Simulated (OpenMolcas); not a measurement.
**Computed transition rates of P+**

```json
{
  "Program": "OpenMolcas",
  "Method": "SS-CASPT2, IPEA 0.25 Eh, imaginary shift 0.1 Eh (closed shells correlated: 2s 2p 3s)",
  "Basis": "ANO-RCC-VQZP [6s5p3d2f1g]",
  "Scalar Hamiltonian": "DKH2, point nucleus",
  "Active space": "2 electrons in 3 orbitals (3p)",
  "State averaging": "2S+1 = 3 even, 3 roots; 2S+1 = 1 even, 6 roots",
  "Spin-orbit coupling": "RASSI with atomic mean-field integrals over the reference wave functions, term energies averaged over their components"
}
```

Rates come from the transition moments of the reference wave functions (E1 and E2 in the length form). At fixed line strength A goes as λ^-3 for E1 and M1 and as λ^-5 for E2, so a rate at the computed wavelength can be rescaled to the measured one. Measured vacuum wavelengths follow from level energies in NIST Handbook of Basic Atomic Spectroscopic Data. Branching counts decays inside the model space alone, at computed energies, and the table is only a selection of the E2 and M1 lines, drawn from those between levels with measured partners whose computed energy lies within a factor of 1.5 of the measured one.

```tsv
Upper	Lower	Type	λ computed (nm)	λ measured (nm)	A computed (s-1)	A rescaled (s-1)	Branching %
3s² 3p² ¹S₀	3s² 3p² ¹D₂	E2	787.9	787.8	1.81e+00	1.81e+00	91.1
3s² 3p² ¹S₀	3s² 3p² ³P₁	M1	474.3	467.1	1.71e-01		8.6
3s² 3p² ¹D₂	3s² 3p² ³P₂	M1	1232	1189	1.25e-02		72.7
3s² 3p² ¹D₂	3s² 3p² ³P₁	M1	1191	1147	4.62e-03		26.8
3s² 3p² ³P₂	3s² 3p² ³P₁	M1	36600	32870	2.76e-04	3.81e-04	100.0
3s² 3p² ³P₁	3s² 3p² ³P₀	M1	68440	60640	5.63e-05	8.09e-05	100.0
```

Spin-changing lines and M1 lines between different terms are not rescaled, since their strength hangs on the term gaps too.

The largest correction is for 3s² 3p² ³P₁ → 3s² 3p² ³P₀ (M1): 5.63e-05 × (68440 / 60640)^3 = 8.09e-05 s-1, a factor of 1.44.

No measured rate stands beside these. Rescaling mends the energy factor alone: line strengths can still be far off where a level mixes with configurations outside the active space, and weak or spin-changing lines hang on small mixing coefficients that depend on the term gaps too, so rescaling need not improve them.

Term energies are means over components that CASPT2 splits; among the terms shown or strongly mixed into the levels shown the widest spread is 93 cm-1 (3s² 3p² ¹D). With the s shell closed, the reference lacks s² → p² mixing. Computed and measured levels are paired by configuration, term and J; levels that our copy of the source lacks, or whose pairing is in doubt (as where it misses far off the trend of its configuration), stay unpaired. Only configurations of the active space appear.
